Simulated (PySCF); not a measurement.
C₂H₅ClOSi.
SMILES with atom numbers: `[SiH3:1][O:2]/[CH:3]=[CH:4]/[Cl:5]` (hydrogens: H6, H7, H8 on Si1; H9 on C3; H10 on C4)

Computed with EOM-IP-CCSD/aug-cc-pVDZ in PySCF, restricted Hartree–Fock reference, 13 core orbitals frozen, non-relativistic, gas phase, PBE0-D3(BJ)/def2-SVP geometry.

Hartree–Fock orbital energies give these Koopmans values (eV): HOMO 9.29, HOMO-1 12.31, HOMO-2 13.12, HOMO-3 13.29, HOMO-4 13.83, HOMO-5 14.56, HOMO-6 15.33, HOMO-7 16.74.

Question: What vertical ionisation energies does EOM-IP-CCSD give?

Answer: 
| leading hole (HF orbital) | Koopmans (eV) | EOM-IP-CCSD (eV) | change (eV) | one-hole share |
| --- | --- | --- | --- | --- |
| HOMO | 9.29 | 8.84 | -0.45 | 0.96 |
| HOMO-1 | 12.31 | 11.42 | -0.89 | 0.96 |
| HOMO-3 | 13.29 | 11.98 | -1.31 | 0.95 |
| HOMO-2 | 13.12 | 12.13 | -0.99 | 0.95 |
| HOMO-4 | 13.83 | 12.96 | -0.87 | 0.94 |
| HOMO-5 | 14.56 | 13.34 | -1.22 | 0.95 |
| HOMO-6 | 15.33 | 14.28 | -1.05 | 0.95 |
| HOMO-7 | 16.74 | 14.70 | -2.04 | 0.93 |

Question: Does the order of the lines follow the orbital energies?

Answer: No: the HOMO-3 hole (11.98 eV) falls below the HOMO-2 hole (12.13 eV). The corrections run from -2.04 to -0.45 eV, with a mean of -1.10 eV over the 8 lines; no line lies above its Koopmans value.

Question: At what kinetic energies would He I light (21.22 eV) eject these electrons?

Answer: 12.38 eV (HOMO), 9.80 eV (HOMO-1), 9.24 eV (HOMO-3), 9.09 eV (HOMO-2), 8.26 eV (HOMO-4), 7.88 eV (HOMO-5), 6.94 eV (HOMO-6), 6.52 eV (HOMO-7).

Lines less than 0.15 eV apart could change places at a higher level. One root was sought for each valence orbital with −ε under 21 eV, eight at most, so deeper holes and satellites are missing; no vibrational structure.

Time: 6.7 min of wall time. Hardware: an Arm Neoverse V1 with one thread, shared host.

Conformer computed: `[SiH3:1][O:2]/[CH:3]=[CH:4]/[Cl:5]`: Si1–O2–C3–C4 178°.

One conformer stands for the species.
